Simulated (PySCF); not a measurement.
How the method changes the constants of TlN

State: ³Σ⁻ (triplet), unpaired electrons π ↑↑. Set-up: basis Tl def2-SVPD with ECP60, N def2-SVPD; scalar-relativistic core potentials; PySCF 2.14. De refers to Tl + N in their high-spin ground configurations, without counterpoise correction. The functionals are run spin-unrestricted. A positive dipole means Tl(−)N(+).

| Level | Re (Å) | ωe (cm⁻¹) | De (eV) | μ (D) |
| --- | --- | --- | --- | --- |
| ROHF | 2.303 | 440 | -0.138 | -3.33 |
| ROHF-MP2 | 2.315 | 425 | 1.12 | n/a |
| ROHF-SCS-MP2 | 2.325 | 416 | 1.14 | n/a |
| ROHF-CCSD | 2.339 | 398 | 1.12 | n/a |
| ROHF-CCSD(T) | 2.351 | 385 | 1.23 | n/a |
| PBE | 2.352 | 393 | 2.05 | -2.77 |
| PW91 | 2.349 | 395 | 2.07 | -2.78 |
| r²SCAN | 2.334 | 401 | 1.64 | -2.84 |
| M06-L | 2.355 | 393 | 1.94 | -3.28 |
| PBE0 | 2.323 | 411 | 1.67 | -2.96 |
| r²SCAN0 | 2.315 | 412 | 1.38 | -2.96 |
| LC-ωPBE | 2.283 | 441 | 1.60 | -3.03 |

The bond length runs from 2.283 Å (LC-ωPBE) to 2.355 Å (M06-L). De spans -0.14 eV (ROHF, mean field) to 2.07 eV (PW91, GGA). Correlation at CCSD(T) changes the Hartree–Fock bond energy by +1.37 eV; the triples alone change it by +0.11 eV.

Correlated steps freeze 5 core orbitals. Correlated levels converge slowly with the basis: in double zeta they bind strong bonds too weakly, by up to about 1 eV, and carry superposition errors of some tenths. These are scalar-relativistic numbers at best; spin–orbit coupling would shift them, the dissociation energy most. A negative De means that the minimum lies above the separated atoms at that level. The state is the lowest determinant that a PBE0 search found; another state may lie lower at other levels.

The whole job (state search and all levels along the bond) took about 3.1 min on 1 thread of Intel Xeon Platinum 8259CL @ 2.50GHz (shared host), peak memory 0.64 GiB.
